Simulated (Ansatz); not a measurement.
`[AlH2][O]C[SiH2][SiH3]` + `SBS` → `[AlH2][S]BS` + `OC[SiH2][SiH3]`  (ligand exchange at the Al–O bond)

Gas-phase electronic energies from Ansatz, PBE0-D4/def2-TZVP geometries. CCSD(T)/CBS adds triple-zeta CCSD(T) − MP2 to the extrapolated MP2 energy (def2 sets, frozen cores). DFT in def2-TZVPP. B3LYP here is the variant with VWN-RPA as its local correlation; programs differ in this. One conformer a species, not always the lowest.

```json
{"level": "PBE-D4", "ΔE (kJ/mol)": "28.8"}
{"level": "B3LYP-D4", "ΔE (kJ/mol)": "42.6"}
{"level": "PBE0", "ΔE (kJ/mol)": "29.4"}
{"level": "B3LYP", "ΔE (kJ/mol)": "44.7"}
{"level": "SCS-MP2/def2-TZVPP", "ΔE (kJ/mol)": "42.7"}
{"level": "HF/def2-QZVPP", "ΔE (kJ/mol)": "49.3"}
{"level": "SCS-MP2/def2-QZVPP", "ΔE (kJ/mol)": "41.0"}
{"level": "MP2/CBS(def2)", "ΔE (kJ/mol)": "34.4"}
```

What does CCSD(T)/CBS give? (Estimate.)

Ansatz gave: +35.4 kJ/mol. The listed levels differ from it by -6.6, 7.2, -6.0, 9.3, 7.3, 13.9, 5.6, -1.0 kJ/mol.

Largest T1 diagnostic among the species: 0.014.

In def2-TZVPP, CCSD(T) changes the Hartree–Fock value by −9.1 kJ/mol (the triples alone add −2.7 kJ/mol) and MP2 by −10.1 kJ/mol.
